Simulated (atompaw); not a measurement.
**Which change was made? (Cr, PAW (atompaw))**

chromium (Cr), PAW, made with atompaw 4.2.0.5 (PBE, non-relativistic). Core [Ne] 3s2, reference 3p6 3d5 4s0 4p0 (charge +1). Waves: 4s (bound, empty): rc 2.50 bohr; 4s channel at 0.1 Ry: rc 2.50 bohr; 3p (bound): rc 1.40 bohr; 4p (bound, empty): rc 2.50 bohr; 3d (bound): rc 2.50 bohr; 3d channel at -0.25 Ry: rc 2.50 bohr. Local part: troulliermartins scheme with l = 3 at 1 Ry, radius 1.65 bohr. Core correction: smooth core density matched at 2.30 bohr. Augmentation charge: sinc compensation charge, radius 1.80 bohr; PAW radius 2.50 bohr; waves and projectors: custom rrkj vanderbiltortho.

Cutoffs, loose and tight: the cutoffs (Ry, on a coarse ladder) from which the occupation-weighted sum of valence levels, in a spherical-Bessel basis at the reference potential, stays within 10 and 1 mRy of its value at 400 Ry. They see the waves, projectors and local potential, not the compensation charge or the core.

The base gives: outcome: generated; cutoff, loose: 40 Ry; cutoff, tight: 70 Ry; bound ghosts: s.

Q: After one change the result is: outcome: generated; cutoff, loose: 15 Ry; cutoff, tight: 25 Ry; bound ghosts: s. Which change was it?
A. all radii scaled by about 1.25 (s 3.12, p 1.74, d 3.12 bohr); local potential troulliermartins scheme with l = 3 at 1 Ry, radius 2.06 bohr; augmentation sinc compensation charge, radius 2.24 bohr; PAW radius 3.12 bohr; waves and projectors: custom rrkj vanderbiltortho; core correction smooth core density matched at 2.86 bohr
B. wave 3p (bound): rc 1.40 bohr becomes 3p (bound): rc 2.46 bohr
C. scalar-relativistic

A: B. The others give: scalar-relativistic → outcome: generated; cutoff, loose: 40 Ry; cutoff, tight: 70 Ry; bound ghosts: s, p | all radii scaled by about 1.25 (s 3.12, p 1.74, d 3.12 bohr); local potential troulliermartins scheme with l = 3 at 1 Ry, radius 2.06 bohr; augmentation sinc compensation charge, radius 2.24 bohr; PAW radius 3.12 bohr; waves and projectors: custom rrkj vanderbiltortho; core correction smooth core density matched at 2.86 bohr → outcome: generated; cutoff, loose: 30 Ry; cutoff, tight: 45 Ry; bound ghosts: s.
